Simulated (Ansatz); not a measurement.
ZrAu₆⁺, 7 atoms. Hardware: 4 threads of Arm Neoverse V2 on a shared host.

In the def2 sets Au, Zr take a core potential; there is no spin–orbit coupling. Correlated methods freeze no core orbitals; core or outer-core shells of Zr, Au are correlated, in sets that lack core-valence functions.

**Question.** How many basis functions does each of these Ansatz runs have, and roughly what does it cost? RPA@PBE/def2-TZVP, charge 1 doublet, energy, from earlier orbitals; r2SCAN0-D4/def2-TZVP, charge 1 doublet, energy, from earlier orbitals; PBE0-D4/def2-SVP, charge 1 doublet, energy, from earlier orbitals; PBE-D4/def2-TZVP, charge 1 doublet, energy and forces, from earlier orbitals; r2SCAN-D4/def2-SVP, charge 1 doublet, relaxation, 6 steps; PBE0-D4/def2-SVP, charge 1 doublet, energy with a search over starts; LC-ωPBE/def2-TZVP, charge 1 doublet, energy, from earlier orbitals; MP2/def2-TZVP, charge 1 doublet, energy, from earlier orbitals; r2SCAN-D4/def2-TZVP, charge 1 doublet, energy, from earlier orbitals; PBE0-D4/def2-TZVP, charge 1 doublet, energy, from earlier orbitals; PBE-D4/def2-SVP, charge 1 doublet, energy, from earlier orbitals.

**Answer.** Other jobs shared the machine, so times can vary by a factor of up to 3. A dash marks memory too small to be measured apart from the calling script's.

| run | functions | fitting or Cholesky vectors | wall time | peak host memory (GiB) |
| --- | --- | --- | --- | --- |
| PBE-D4/def2-SVP, charge 1 doublet, energy, from earlier orbitals | 223 | 2198 | 13 s | 0.55 |
| PBE-D4/def2-TZVP, charge 1 doublet, energy and forces, from earlier orbitals | 280 | 2469 | 20 s | 0.77 |
| PBE0-D4/def2-SVP, charge 1 doublet, energy, from earlier orbitals | 223 | 2286 | 21 s | 1.4 |
| PBE0-D4/def2-TZVP, charge 1 doublet, energy, from earlier orbitals | 280 | 2622 | 39 s | 1.9 |
| LC-ωPBE/def2-TZVP, charge 1 doublet, energy, from earlier orbitals | 280 | 2469 | 41 s | 1.5 |
| r2SCAN-D4/def2-TZVP, charge 1 doublet, energy, from earlier orbitals | 280 | 2469 | 41 s | 1 |
| PBE0-D4/def2-SVP, charge 1 doublet, energy with a search over starts | 223 | 2286 | 45 s | 1.4 |
| MP2/def2-TZVP, charge 1 doublet, energy, from earlier orbitals | 280 | 2622 | 52 s | 1.9 |
| RPA@PBE/def2-TZVP, charge 1 doublet, energy, from earlier orbitals | 280 | 2622 | 61 s | 1.9 |
| r2SCAN0-D4/def2-TZVP, charge 1 doublet, energy, from earlier orbitals | 280 | 2622 | 62 s | 2.1 |
| r2SCAN-D4/def2-SVP, charge 1 doublet, relaxation, 6 steps | 223 | 2198 | 2.1 min | – |
